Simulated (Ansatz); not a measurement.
The cluster NaLi₄⁻. The state is a triplet with charge -1. Geometry r2SCAN/def2-TZVP, that of the neutral doublet; atoms count from 1.

Cartesian coordinates in Å:
```
Li 1.2150 0.2692 -1.2588
Li -1.8029 0.2988 -1.8281
Li -0.7092 -1.5137 0.3675
Li -0.6634 1.2326 0.7959
Na 1.9605 -0.2870 1.9236
```

The structure comes from a short search, and lower isomers may exist.

(1) Estimate the Mulliken populations from the PBE0/def2-TZVPD orbitals of Ansatz.

(2) Where does the spin sit?

(3) And the Mayer bond orders between bonded heavy atoms (over 0.3)?

Results:

(1) 
```json
{"atom": "Li1", "charge (e)": "-0.16", "spin (α − β)": "0.63"}
{"atom": "Li2", "charge (e)": "-0.20", "spin (α − β)": "0.23"}
{"atom": "Li3", "charge (e)": "-0.22", "spin (α − β)": "0.61"}
{"atom": "Li4", "charge (e)": "-0.33", "spin (α − β)": "0.56"}
{"atom": "Na5", "charge (e)": "-0.08", "spin (α − β)": "-0.03"}
```
Mulliken values and Mayer orders depend strongly on the basis. With diffuse functions, as here, like atoms can get unlike values, and bond orders can come out too low or too high.

(2) Summed by element: Li 2.03, Na -0.03, of 2 unpaired in all. Largest on single atoms: Li1 0.63, Li3 0.61, Li4 0.56.

(3) Li1–Li2 0.44 (3.07 Å); Li1–Li3 0.41 (3.09 Å); Li1–Li4 0.47 (2.95 Å); Li1–Na5 0.33 (3.32 Å); Li2–Li3 0.47 (3.05 Å); Li2–Li4 0.52 (3.01 Å); Li3–Li4 0.53 (2.78 Å); Li3–Na5 0.33 (3.32 Å); Li4–Na5 0.35 (3.24 Å).
